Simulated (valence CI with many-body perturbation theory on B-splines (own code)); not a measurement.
# Forbidden lines of Zn VII

Computed by configuration interaction combined with many-body perturbation theory (CI+MBPT): six valence electrons over a frozen Dirac-Fock core [Ar], a basis of 7 s, 7 p, 8 d, 6 f, 4 g, 1 h functions for each j, with the one-electron correlation potential Σ1, the two-electron term Σ2, the three-electron term Σ3, Breit, model QED; selected CI, second order for the rest, scaled by the run's own slope (own B-spline code, finite nucleus).

Against 26 measured levels this calculation errs by 679 cm⁻¹ on average and by 2022 at most. These come from a selection out of Sugar and Musgrove, J. Phys. Chem. Ref. Data 24, 1803 (1995). Levels without a partner in it may be off by more, other configurations by 1,000 to 8,000 cm⁻¹. Among the levels kept, up to 520 cm⁻¹ of a level comes from second order outside the variational space, and about a tenth of that is noise between levels of different J, which matters for small intervals. Only levels of the ground parity were solved; by the run's estimate the other parity begins above the list, which can be wrong where configurations are misplaced.

Lines 1 to 50 of 116 in falling wavelength, among levels below 86511 cm⁻¹, chosen from the decays that carry over 1 % of a level's rate. Wavelengths and rates use the calculated energies, so an error of 700 cm⁻¹ moves a line at 21040 Å by 15 % and its rate by three times that or more. Electric multipoles are in the length gauge, E1 and E2 with the static RPA response of the core. S is in atomic units (e²a₀⁴ for E2 and M2, e²a₀⁶ for E3), for M1 in squared Bohr magnetons. Weak lines are less certain than strong ones. Lines between different terms over intervals too small for the method are left out, as are lines whose strength nearly cancels and 4 of this kind that miss the measured wavelength by over 7 %. The highest levels of a list are the least certain.

Letters in brackets count levels of one name in rising energy.

```
λ vac (Å)  λ from measured levels         Upper         Lower  Type   A (s⁻¹)  S (a.u.)
3.090e+05                              3d⁶ ⁵D_0      3d⁶ ⁵D_1    M1  5.47e-03  5.99e+00
1.565e+05               1.536e+05      3d⁶ ⁵D_1      3d⁶ ⁵D_2    M1  2.46e-02  1.05e+01
1.368e+05               1.374e+05      3d⁶ ³H_5      3d⁶ ³H_6    M1  9.79e-03  1.02e+01
    99390                   98810      3d⁶ ⁵D_2      3d⁶ ⁵D_3    M1  6.58e-02  1.20e+01
    70400                   70180      3d⁶ ³G_4      3d⁶ ³G_5    M1  7.00e-02  8.15e+00
    69130                          3d⁶ ³P_0 [a]  3d⁶ ³P_1 [a]    M1  1.60e-01  1.95e+00
    65400                   63820      3d⁶ ⁵D_3      3d⁶ ⁵D_4    M1  1.24e-01  9.02e+00
    23070                   22580  3d⁶ ³P_1 [a]  3d⁶ ³P_2 [a]    M1  1.86e+00  2.54e+00
    21040                   19660      3d⁶ ³G_5  3d⁶ ³F_4 [a]    M1  2.05e-01  7.77e-01
    16200                   15360      3d⁶ ³G_4  3d⁶ ³F_4 [a]    M1  5.37e-01  7.61e-01
    13470                   14100      3d⁶ ³G_5      3d⁶ ³H_5    M1  4.51e-01  4.50e-01
    12270                   12790      3d⁶ ³G_5      3d⁶ ³H_6    M1  7.38e-01  5.55e-01
    11740                   12030      3d⁶ ³G_4      3d⁶ ³H_4    M1  1.47e-01  7.95e-02
    11610                   11630      3d⁶ ¹D_2      3d⁶ ³D_3    M1  5.92e-01  1.72e-01
    11310                   11740      3d⁶ ³G_4      3d⁶ ³H_5    M1  3.14e-02  1.51e-02
    11230                   11210      3d⁶ ¹D_2      3d⁶ ³D_1    M1  6.09e-01  1.60e-01
    11060                   11300      3d⁶ ³G_3      3d⁶ ³H_4    M1  7.34e-01  2.58e-01
    10970                   10930      3d⁶ ¹D_2      3d⁶ ³D_2    M1  1.15e-01  2.82e-02
     7545                              3d⁶ ³D_1  3d⁶ ³P_0 [a]    M1  2.16e-01  1.03e-02
     7301                    7358  3d⁶ ³F_2 [b]      3d⁶ ¹F_3    M1  2.12e+00  1.53e-01
     7273                    7325  3d⁶ ³F_4 [b]      3d⁶ ¹F_3    M1  1.20e+00  1.55e-01
     6802                    6596      3d⁶ ³D_1  3d⁶ ³P_1 [a]    M1  9.36e-01  3.28e-02
     6747                    6788      3d⁶ ³D_2  3d⁶ ³F_3 [a]    M1  1.20e-01  6.85e-03
     6525                    6547      3d⁶ ³D_3  3d⁶ ³F_3 [a]    M1  1.14e-01  8.19e-03
     6409                    6240      3d⁶ ¹G_4  3d⁶ ³F_3 [a]    M1  1.67e+00  1.46e-01
     6231                    6304      3d⁶ ³D_3  3d⁶ ³F_4 [a]    M1  1.42e-01  8.91e-03
     6125                    6019      3d⁶ ¹G_4  3d⁶ ³F_4 [a]    M1  4.28e+00  3.28e-01
     6093                    5844      3d⁶ ¹I_6      3d⁶ ³H_5    M1  8.96e-01  9.77e-02
     5833                    5606      3d⁶ ¹I_6      3d⁶ ³H_6    M1  1.49e+00  1.43e-01
     5566                    5739      3d⁶ ¹D_2      3d⁶ ³G_3    M1  1.36e-01  4.35e-03
     5355                    5429      3d⁶ ¹G_4      3d⁶ ³H_4    M1  4.87e-01  2.49e-02
     5312                    5164      3d⁶ ³D_2  3d⁶ ³P_2 [a]    M1  1.06e+00  2.95e-02
     5264                    5371      3d⁶ ¹G_4      3d⁶ ³H_5    M1  3.36e+00  1.64e-01
     5253                    5105      3d⁶ ³D_1  3d⁶ ³P_2 [a]    M1  1.86e-01  2.99e-03
     5216                    5099      3d⁶ ¹F_3      3d⁶ ³D_3    M1  8.83e-01  3.25e-02
     5174                    5023      3d⁶ ³D_3  3d⁶ ³P_2 [a]    M1  9.23e-01  3.32e-02
     5082                    4961      3d⁶ ¹F_3      3d⁶ ³D_2    M1  5.70e-01  1.94e-02
     4341                    4368  3d⁶ ³P_1 [b]      3d⁶ ¹D_2    M1  9.50e-01  8.64e-03
     4326                              3d⁶ ¹S_0  3d⁶ ³P_1 [a]    M1  2.15e+01  6.45e-02
     4288                    4293      3d⁶ ¹D_2  3d⁶ ³F_2 [a]    M1  2.30e+00  3.36e-02
     4251                          3d⁶ ³P_1 [b]      3d⁶ ¹S_0    M1  1.64e+00  1.40e-02
     4236                    4152      3d⁶ ¹D_2  3d⁶ ³P_1 [a]    M1  5.31e-01  7.48e-03
     4177                    4188      3d⁶ ¹D_2  3d⁶ ³F_3 [a]    M1  3.94e+00  5.33e-02
     3579                    3508      3d⁶ ¹D_2  3d⁶ ³P_2 [a]    M1  1.33e+00  1.13e-02
     3506                    3517      3d⁶ ¹F_3      3d⁶ ³G_3    M1  7.00e-01  7.83e-03
     3442                    3452      3d⁶ ¹F_3      3d⁶ ³G_4    M1  1.53e+00  1.62e-02
     3419                    3438  3d⁶ ³P_2 [a]      3d⁶ ⁵D_1    M1  9.43e-01  6.98e-03
     3263                          3d⁶ ³P_0 [b]      3d⁶ ³D_1    M1  1.18e+00  1.52e-03
     3241                          3d⁶ ³P_0 [b]      3d⁶ ³D_2    E2  6.46e-01  2.06e-01
     3237                    3252  3d⁶ ³P_2 [a]      3d⁶ ⁵D_3    M1  7.99e+00  5.02e-02
```
